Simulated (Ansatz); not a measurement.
Basis-set series for C2H6AlNSe, SMILES `[NH2][AlH][CH2]C=[Se]`. The species carries charge 0 and has multiplicity 1. The structure was optimised at the PBE0-D4/def2-TZVP level. It is one conformer, not always the lowest.

```xyz
11

N     0.351   -0.221   -1.888
Al   -0.914    0.284   -0.782
C    -0.566    0.178    1.183
C     0.854   -0.003    1.356
Se    1.744   -1.538    1.369
H     0.278   -0.231   -2.892
H     1.228   -0.618   -1.588
H    -2.300    0.828   -1.310
H    -1.156   -0.692    1.491
H    -0.958    1.098    1.625
H     1.439    0.915    1.435
```

```
functional       basis  functions  energy (Eh)  HOMO (eV)  LUMO (eV)
   PBE0-D4    def2-SVP        122  -2777.54976      -5.73      -1.87
   PBE0-D4  def2-QZVPP        510  -2778.14963      -5.93      -2.05
   ωB97M-V    def2-SVP        122  -2777.88311      -7.89       0.19
   ωB97M-V  def2-QZVPP        510  -2778.48644      -8.11      -0.09
```

Task: Give the rows for def2-TZVPP. (Best estimate.)

Result: The calculation gave: 
```csv
functional,basis,functions,energy (Eh),HOMO (eV),LUMO (eV)
PBE0-D4,def2-TZVPP,267,-2778.08352,-5.90,-2.02
ωB97M-V,def2-TZVPP,267,-2778.42257,-8.07,-0.03
```

Scalar relativity is left out up to krypton.

Program: Ansatz 0.2.0.
